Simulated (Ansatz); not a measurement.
Consider the isomerisation: `C[SiH2]SCF` → `C[Si](C)(F)S`.

Computed with Ansatz on PBE0-D4/def2-TZVP structures; ΔE is electronic, products minus reactants. CCSD(T)/CBS adds triple-zeta CCSD(T) − MP2 to the extrapolated MP2 energy (def2 sets, frozen cores). DFT in def2-TZVPP. Each species was taken in one conformer, which may not be the lowest.

| species | PBE energy (Eh) |
| --- | --- |
| `C[SiH2]SCF` | -867.54452 |
| `C[Si](C)(F)S` | -867.64621 |

**Question.** Work out ΔE.

**Answer.** ΔE = (-867.64621) − (-867.54452) = -0.10169 Eh = -267.0 kJ/mol. CCSD(T)/CBS gives -291.9 kJ/mol.

Largest T1 diagnostic among the species: 0.011.

From PBE to PBE0 (25 % exact exchange), in def2-TZVPP and without D4, ΔE moves by −10.3 kJ/mol.
